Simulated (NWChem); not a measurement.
System: SnH₂Br₂; SMILES [Br][SnH2][Br]

Here is an NWChem input.

```
start job
memory heap 200 mb stack 900 mb global 1100 mb
geometry units angstroms noautoz
  Sn     0.000000     0.000000    -0.849455
  Br    -2.013173     0.000000     0.611997
  Br     2.013173     0.000000     0.611997
  H      0.000000     1.456923    -1.735058
  H      0.000000    -1.456923    -1.735058
end
basis spherical
  Sn library def2-svp
  Br library def2-svp
  H library def2-svp
end
ecp
  Sn library def2-ecp
end
dft
  xc xpbe96 cpbe96
  grid coarse
  iterations 150
  mulliken
end
task dft gradient
```

Excerpt of the output:

```
             Northwest Computational Chemistry Package (NWChem) 7.3.0
             --------------------------------------------------------

 C2V symmetry detected

                             Geometry "geometry" -> ""
                             -------------------------

 Output coordinates in angstroms (scale by  1.889725989 to convert to a.u.)

  No.       Tag          Charge          X              Y              Z
 ---- ---------------- ---------- -------------- -------------- --------------
    1 Sn                  50.0000     0.00000000     0.00000000    -0.82401995
    2 Br                  35.0000    -2.01317300     0.00000000     0.63743205
    3 Br                  35.0000     2.01317300     0.00000000     0.63743205
    4 H                    1.0000     0.00000000     1.45692300    -1.70962295
    5 H                    1.0000     0.00000000    -1.45692300    -1.70962295

 Effective nuclear repulsion energy (a.u.)     958.4004130949

      Symmetry information
      --------------------

 Group name             C2v
 Group number             16
 Group order               4
 No. of unique centers     3

 Summary of "ao basis" -> "ao basis" (spherical)
 ------------------------------------------------------------------------------
       Tag                 Description            Shells   Functions and Types
 ---------------- ------------------------------  ------  ---------------------
 Sn                         def2-svp                10       26   4s4p2d
 Br                         def2-svp                12       32   5s4p3d
 H                          def2-svp                 3        5   2s1p

      Symmetry analysis of basis
      --------------------------

        a1         38
        a2         13
        b1         29
        b2         20

            General Information
            -------------------
          SCF calculation type: DFT
          Wavefunction type:  closed shell.
          No. of atoms     :     5
          No. of electrons :    94
           Alpha electrons :    47
            Beta electrons :    47
          Charge           :     0
          Spin multiplicity:     1
          Use of symmetry is: on ; symmetry adaption is: on
          Maximum number of iterations: 150
          AO basis - number of functions:   100
                     number of shells:    40
          Convergence on energy requested:  1.00D-06
          Convergence on density requested:  1.00D-05
          Convergence on gradient requested:  5.00D-04

              XC Information
              --------------
          PerdewBurkeErnzerhof Exchange Functional  1.000
            Perdew 1991 LDA Correlation Functional  1.000 local
           PerdewBurkeErnz. Correlation Functional  1.000 non-local

             Grid Information
             ----------------
          Grid used for XC integration:  coarse
          Radial quadrature: Mura-Knowles
          Angular quadrature: Lebedev.
          Tag              B.-S. Rad. Rad. Pts. Rad. Cut. Ang. Pts.
          ---              ---------- --------- --------- ---------
          Sn                  1.45      104           8.0       302
          Br                  1.15       95          10.0       302
          H                   0.35       35           9.0       302
          Grid pruning is: on
          Number of quadrature shells:   234
          Spatial weights used:  Erf1

      Superposition of Atomic Density Guess
      -------------------------------------

 Sum of atomic energies:       -5394.26591807

      Non-variational initial energy
      ------------------------------

 Total energy =   -5358.862684
 1-e energy   =   -8587.542232
 2-e energy   =    2704.584407
 HOMO         =      -0.350113
 LUMO         =      -0.003197

      Symmetry analysis of molecular orbitals - initial
      -------------------------------------------------

  Numbering of irreducible representations:

     1 a1          2 a2          3 b1          4 b2

  Orbital symmetries:

     1 a1          2 b1          3 a1          4 b1          5 a1
     6 b1          7 b2          8 b1          9 a1         10 a2
    11 a1         12 b1         13 a1         14 b1         15 b2
    16 a1         17 a2         18 b1         19 a1         20 b2
    21 a1         22 b1         23 a1         24 b1         25 a1
    26 b2         27 a2         28 b1         29 a1         30 b2
    31 a2         32 b1         33 a1         34 b1         35 b2
    36 a2         37 a1         38 a1         39 b1         40 a1
    41 b1         42 b2         43 a1         44 a2         45 b1
    46 a1         47 b2         48 a1         49 b1         50 a1
    51 b2         52 a1         53 b1         54 b2         55 a1
    56 a2         57 a1

     ---------------------------------------------
      Total Density - Mulliken Population Analysis
     ---------------------------------------------

    Atom       Charge   Shell Charges
 -----------   ------   -------------------------------------------------------
    1 Sn  22    20.82   1.60  0.42  0.91  0.28  3.26  2.74  0.99  0.51  9.75  0.36
    2 Br  35    35.51   2.00  2.00  2.00  1.37  0.59  6.00  5.99  2.40  3.16  8.23  1.73  0.05
    3 Br  35    35.51   2.00  2.00  2.00  1.37  0.59  6.00  5.99  2.40  3.16  8.23  1.73  0.05
    4 H    1     1.08   0.64  0.44  0.01
    5 H    1     1.08   0.64  0.44  0.01

   convergence    iter        energy       DeltaE   RMS-Dens  Diis-err
 ---------------- ----- ----------------- --------- --------- ---------
 d= 0,ls=0.0,diis     1  -5362.3989708401 -5.89D+03  1.99D-02  6.29D-01
 d= 0,ls=0.0,diis     2  -5362.2757133684  1.23D-01  1.38D-02  1.31D+00
 d= 0,ls=0.0,diis     3  -5362.4665647651 -1.91D-01  3.00D-03  5.39D-02
 d= 0,ls=0.0,diis     4  -5362.4755146540 -8.95D-03  6.12D-04  1.08D-03
 d= 0,ls=0.0,diis     5  -5362.4756893915 -1.75D-04  1.81D-04  2.56D-04
  Resetting Diis
 d= 0,ls=0.0,diis     6  -5362.4757287396 -3.93D-05  1.91D-05  2.08D-06
 d= 0,ls=0.0,diis     7  -5362.4757290368 -2.97D-07  1.06D-05  1.01D-07
 d= 0,ls=0.0,diis     8  -5362.4757289994  3.74D-08  6.43D-06  3.18D-07

         Total DFT energy =    -5362.475728999398
      One electron energy =    -8587.656444011571
           Coulomb energy =     2901.763323024754
    Exchange-Corr. energy =     -200.677749704302
 Nuclear repulsion energy =      524.095141691721

 Numeric. integr. density =       93.999879798405

                  Occupations of the irreducible representations
                  ----------------------------------------------

                     irrep           alpha         beta
                     --------     --------     --------
                     a1               18.0         18.0
                     a2                6.0          6.0
                     b1               15.0         15.0
                     b2                8.0          8.0

                       DFT Final Molecular Orbital Analysis
                       ------------------------------------

 Vector   45  Occ=2.000000D+00  E=-2.620761D-01  Symmetry=a2
              MO Center= -1.7D-14, -4.1D-16,  6.0D-01, r^2= 5.4D+00
   Bfn.  Coefficient  Atom+Function         Bfn.  Coefficient  Atom+Function
  ----- ------------  ---------------      ----- ------------  ---------------
    42      0.430491  2 Br py                74     -0.430491  3 Br py
    39      0.377965  2 Br py                71     -0.377965  3 Br py
    36     -0.252205  2 Br py                68      0.252205  3 Br py
    33      0.082046  2 Br py                65     -0.082046  3 Br py
    17      0.062022  1 Sn d -2              22     -0.051931  1 Sn d -2

 Vector   46  Occ=2.000000D+00  E=-2.580072D-01  Symmetry=b1
              MO Center= -1.0D-13, -6.6D-16,  5.8D-01, r^2= 5.5D+00
   Bfn.  Coefficient  Atom+Function         Bfn.  Coefficient  Atom+Function
  ----- ------------  ---------------      ----- ------------  ---------------
    41      0.326513  2 Br px                73      0.326513  3 Br px
    38      0.291692  2 Br px                70      0.291692  3 Br px
    43      0.279967  2 Br pz                75     -0.279967  3 Br pz
    40      0.252606  2 Br pz                72     -0.252606  3 Br pz
    35     -0.193266  2 Br px                67     -0.193266  3 Br px

 Vector   47  Occ=2.000000D+00  E=-2.575669D-01  Symmetry=b2
              MO Center= -4.1D-16,  2.9D-15,  2.8D-01, r^2= 5.7D+00
   Bfn.  Coefficient  Atom+Function         Bfn.  Coefficient  Atom+Function
  ----- ------------  ---------------      ----- ------------  ---------------
    42      0.390533  2 Br py                74      0.390533  3 Br py
    39      0.353535  2 Br py                71      0.353535  3 Br py
    36     -0.234479  2 Br py                68     -0.234479  3 Br py
    92     -0.168483  4 H  s                 97      0.168483  5 H  s
    91     -0.150314  4 H  s                 96      0.150314  5 H  s

[...]

                         DFT ENERGY GRADIENTS

    atom               coordinates                        gradient
                 x          y          z           x          y          z
   1 Sn      0.000000   0.000000  -1.557172    0.000000   0.000000  -0.000160
   2 Br     -3.804345   0.000000   1.204572    0.004932   0.000000  -0.003278
   3 Br      3.804345   0.000000   1.204572   -0.004932   0.000000  -0.003278
   4 H       0.000000   2.753185  -3.230719    0.000000  -0.005019   0.003358
   5 H       0.000000  -2.753185  -3.230719    0.000000   0.005019   0.003358
```

Level: PBE/def2-SVP with def2 effective core potentials on Sn. The geometry was optimised at PBE0/def2-SVP. def2 effective core potentials on Sn; no spin-orbit coupling.
